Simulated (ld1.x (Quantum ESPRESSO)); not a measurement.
Transferability test, RRKJ potential for bromine (Br)

- Element: Br
- Generator: ld1.x (Quantum ESPRESSO) 7.5
- Type: norm-conserving RRKJ (Kleinman–Bylander form)
- Functional: PBE
- Relativity: scalar-relativistic
- Frozen core: [Ar]
- Valence charge: 17
- Reference configuration: 3d10 4s2 4p4 (charge +1)
- Partial waves: 4s (bound): rc 1.20 bohr; 3d (bound): rc 1.05 bohr; 4p (bound): rc 1.10 bohr
- Local potential: the p channel
- Core correction: none
- rho0: 0.005

Energies are relative to the spin-unpolarised reference configuration 3d10 4s2 4p4; without spin polarisation the order of configurations can differ from experiment.

(1) Give the all-electron excitation energy and the error of the potential for: 3d10 4s2 4p5; 3d10 4s2 4p3; 3d10 4s2 4p2; 3d10 4s2 4p5.3; 3d10 4s1 4p6; 3d10 4s1 4p5; 3d10 4s2 4p4.5.

Levels in the configuration 3d10 4s1 4p6:

| level | all-electron (eV) | pseudo (eV) |
| --- | --- | --- |
| 3d | -68.265 | -68.185 |
| 4s | -20.925 | -20.938 |
| 4p | -8.458 | -8.464 |

Note: ghost state, extra bound levels that the all-electron valence spectrum of the same l lacks: s at -729.1 eV. A true bound ghost makes a file unfit for plane-wave use.

## Answers

(1)

```
valence configuration  charge  ΔE all-electron (eV)  error AE − PS (meV)
         3d10 4s2 4p5       0               -12.554                 +8.1
         3d10 4s2 4p3      +2                22.760                 +7.1
         3d10 4s2 4p2      +3                56.743                  +35
       3d10 4s2 4p5.3    -0.3               -14.517                  +12
         3d10 4s1 4p6       0                -0.183                 -0.1
         3d10 4s1 4p5      +1                13.004                 -0.9
       3d10 4s2 4p4.5    +0.5                -7.479                 +2.9
```

ld1.x printed “convergence not achieved” for 5 of the counted tests; their residual had stalled under 1e-8, short of the target of 1e-14.
